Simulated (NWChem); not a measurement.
System: TaOF₂ cation; SMILES [O]=[Ta+]([F])[F]

All runs: NWChem. All runs use the structure optimised with PBE-D3(BJ)/def2-SVP. This spin state was assumed; another may lie lower. def2 effective core potentials on Ta; no spin-orbit coupling. Level B3LYP/def2-SVP: energy and gradient on several grids; changes count from the extra-fine grid, which is no exact limit either.

| grid | size of the energy change (μHa) | largest change of a gradient component (μHa/bohr) |
|---|---|---|
| xcoarse | 600 | 4000 |
| coarse | 30 | 500 |
| medium | < 10 | < 30 |
| fine | < 10 | < 30 |
| xfine | < 10 | < 30 |
